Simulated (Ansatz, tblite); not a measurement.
Removing and adding an electron: Pb₄S₃. Total charge 0; singlet. Geometry: r2SCAN-D4/def2-SVP. Ansatz, gas phase; energy differences of separate SCF runs; the oxidised species was run as a doublet alone; the reduced species was run as a doublet alone.

Cartesian coordinates in Å:
```
Pb 1.9224 -0.7463 -0.2996
Pb -0.3451 2.0576 0.9357
Pb -1.5082 -1.0938 1.3254
Pb -1.4403 0.3151 -1.7476
S -0.4004 -2.0365 -0.9426
S 0.8470 -0.0509 2.1157
S 0.9246 1.5549 -1.3870
```

In the def2 sets Pb takes a core potential; there is no spin–orbit coupling. The xTB rows come from tblite. HOMO above LUMO, or a gap near zero within one spin, warns that the state may not be the lowest or that an electron is smeared out. The structure comes from a short search, and lower isomers may exist.

```json
{"level": "GFN1-xTB", "−HOMO (eV)": "7.37", "vertical IE (eV)": "9.72", "−LUMO (eV)": "4.31", "vertical EA (eV)": "2.18", "HOMO–LUMO gap (eV)": "3.06", "IE − EA (eV)": "7.54", "remarks": "–"}
{"level": "GFN2-xTB", "−HOMO (eV)": "9.49", "vertical IE (eV)": "11.81", "−LUMO (eV)": "6.21", "vertical EA (eV)": "4.05", "HOMO–LUMO gap (eV)": "3.28", "IE − EA (eV)": "7.76", "remarks": "–"}
{"level": "PBE-D4/def2-SVP", "−HOMO (eV)": "4.69", "vertical IE (eV)": "6.83", "−LUMO (eV)": "2.48", "vertical EA (eV)": "0.62", "HOMO–LUMO gap (eV)": "2.21", "IE − EA (eV)": "6.22", "remarks": "HOMO above zero (-1 doublet), gap within one spin near zero (-1 doublet)"}
{"level": "PBE0-D4/def2-SVP", "−HOMO (eV)": "5.39", "vertical IE (eV)": "6.88", "−LUMO (eV)": "1.88", "vertical EA (eV)": "0.58", "HOMO–LUMO gap (eV)": "3.51", "IE − EA (eV)": "6.30", "remarks": "HOMO above zero (-1 doublet)"}
```

   A HOMO above zero means that the electron is unbound at that level or that self-interaction error raises the level; the energy of removing that electron tells which. Raw xTB energy differences between charge states are shifted by several eV; the methods need an empirical correction for them. Sets without diffuse functions give affinities that are too small.
